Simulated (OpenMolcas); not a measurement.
**neutral boron: RASPT2 settings compared**

```json
{"Program": "OpenMolcas", "Basis": "ANO-R1 [3s2p1d]", "Scalar Hamiltonian": "X2C, finite nucleus", "Active space": "3 electrons in 9 orbitals (RAS2 2s 2p; RAS3 3d, at most 2 electrons)", "State averaging": "2S+1 = 2 odd, 3 roots; 2S+1 = 2 even, 5 roots (0 in the spin-orbit step); 2S+1 = 4 even, 3 roots kept (CI in the orbitals of an earlier block)", "Spin-orbit coupling": "state interaction with AMFI integrals over the reference wave functions, term energies averaged over their components"}
```

Methods on the same reference wave functions:
A. RASSCF
B. SS-RASPT2, IPEA 0.3 Eh, no level shift (closed shells correlated: 1s)
C. SS-RASPT2, IPEA 0.5 Eh, imaginary shift 0.05 Eh (closed shells correlated: 1s)
D. XMS-RASPT2, IPEA 0.35 Eh, sigma1 regulariser 0.3 Eh (closed shells correlated: 1s)

Energies in cm-1 above 2s2 2p 2P* 1/2, the measured ground level; measured values from NIST Handbook of Basic Atomic Spectroscopic Data.

| Level | A | B | C | D | Measured |
| --- | --- | --- | --- | --- | --- |
| 2s2 2p 2P* 1/2 | 0.0 | 0.0 | 0.0 | 0.0 | 0.0 |
| 2s2 2p 2P* 3/2 | 14.5 | 14.5 | 14.5 | 14.5 | 15.3 |
| 2s 2p2 4P 1/2 | 27741 | 27770 | 27830 | 27590 | 28870 |
| 2s 2p2 4P 3/2 | 27745 | 27780 | 27830 | 27600 | 28875 |
| 2s 2p2 4P 5/2 | 27753 | 27780 | 27840 | 27600 | 28881 |

Deviations, from unrounded energies. A percentage is the sum of absolute deviations over the sum of measured energies, with the sign that they share, or ± where signs differ.

```
                  Against measurement  Levels     A     B     C     D
       mean absolute deviation (cm-1)       4   850   820   780   960
fine structure of the ground term (%)       1  -5.1  -5.1  -5.1  -5.1
             other configurations (%)       3  -3.9  -3.8  -3.6  -4.4
```

B, C lie about equally close to measurement and D furthest from it. The largest miss of C in the table is 2s 2p2 4P 3/2, by -1000 cm-1. The ranking rests on the paired levels alone, and a cruder setting can come out closer through cancelling errors.

Among B to D the level of the table that moves most is 2s 2p2 4P 1/2, by 240 cm-1 (lowest in D, highest in C). Moves below CASPT2's spread within the term are not significant.

The lowest spin-free term lies below A's lowest term by 0.009 hartree in B, 0.008 hartree in C, 0.009 hartree in D.

CASPT2 does not keep the components of a term degenerate, so their means are used; among the terms shown or strongly mixed into the levels shown the widest spread is 14 cm-1 (2s2 2p 2P*, C). Terms from blocks run as CI alone lack orbitals of their own. Active for correlation alone: 3d; no level in the range computed is led by a configuration that fills it, so any true level of that kind is missing. Without dynamic correlation excited terms often stand tens of per cent too high (terms of higher spin than the ground term too low), and those without a measured partner can miss by more than the paired ones (holds for A). Computed and measured levels are paired by configuration, term and J; levels that our copy of the source lacks, or whose pairing is in doubt (as where it misses far off the trend of its configuration), stay unpaired and out of the deviations. Only configurations of the active space appear.

* marks odd parity.
